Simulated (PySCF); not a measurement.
# Pt⁶⁴⁺: ionisation energy

Pt⁶⁴⁺ [Ne] 3s2 3p2 (3P) → Pt⁶⁵⁺ [Ne] 3s2 3p1 (2P), as a difference of total energies. All numbers are calculated (PySCF 2.14, scalar relativity by spin-free X2C-1e, in an even-tempered Gaussian basis (17 s from 18 bohr⁻², ratio 2.5; 12 p from 24 bohr⁻², ratio 2.5; 4 d from 92 bohr⁻², ratio 2.7; 4 f from 140 bohr⁻², ratio 2.7)). Correlated levels: outer shells: 1s2 frozen; virtual orbitals above 40 to 60 times the deepest correlated orbital energy dropped. The calculations carry no spin-orbit coupling.

| method | ionisation energy (eV) |
| --- | --- |
| UHF | 7211.3 |
| LDA | 7212.0 |
| PBE | 7213.5 |
| PBE0 | 7213.3 |
| r2SCAN | 7214.1 |
| M06 | 7213.3 |
| TPSSh | 7213.6 |
| MP2 (outer shells) | 7212.0 |
| SCS-MP2 (outer shells) | 7211.8 |

Spin-orbit coupling is strong in these open shells (close to jj coupling). The scalar numbers leave it out and a first-order estimate fails, so it can dominate the gap to the real levels.

Breit and QED terms and the two-electron picture change are absent.

For comparison: 7512 ± 24 eV (theoretical estimate listed by NIST; NIST Atomic Spectra Database, ionization energies).
